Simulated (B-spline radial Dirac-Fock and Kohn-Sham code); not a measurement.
## X-ray form factors of manganese in several charge states

Calculated with a B-spline atomic structure program, using Dirac-Fock densities.

Configurations: Mn⁶⁺ [Ar] 3d1; Mn¹⁰⁺ [Ne] 3s2 3p3; Mn¹²⁺ [Ne] 3s2 3p1; Mn¹⁴⁺ [Ne] 3s1; Mn¹⁵⁺ [He] 2s2 2p6; Mn¹⁶⁺ [He] 2s2 2p5. The first column is f₀ of Mn⁶⁺, the others are differences from it.

| s (Å⁻¹) | Mn⁶⁺ | Δ Mn¹⁰⁺ | Δ Mn¹²⁺ | Δ Mn¹⁴⁺ | Δ Mn¹⁵⁺ | Δ Mn¹⁶⁺ |
| --- | --- | --- | --- | --- | --- | --- |
| 0 | 19.000 | -4.000 | -6.000 | -8.000 | -9.000 | -10.000 |
| 0.1 | 18.437 | -3.722 | -5.616 | -7.524 | -8.483 | -9.476 |
| 0.2 | 16.918 | -2.994 | -4.600 | -6.255 | -7.097 | -8.070 |
| 0.3 | 14.855 | -2.068 | -3.279 | -4.577 | -5.252 | -6.193 |
| 0.4 | 12.707 | -1.200 | -2.001 | -2.910 | -3.397 | -4.296 |
| 0.5 | 10.808 | -0.546 | -0.994 | -1.548 | -1.857 | -2.704 |
| 0.7 | 8.203 | +0.053 | +0.021 | -0.061 | -0.118 | -0.843 |
| 0.9 | 6.836 | +0.103 | +0.166 | +0.233 | +0.268 | -0.324 |
| 1.1 | 5.990 | +0.025 | +0.047 | +0.089 | +0.118 | -0.347 |
| 1.4 | 4.899 | -0.047 | -0.096 | -0.142 | -0.162 | -0.465 |
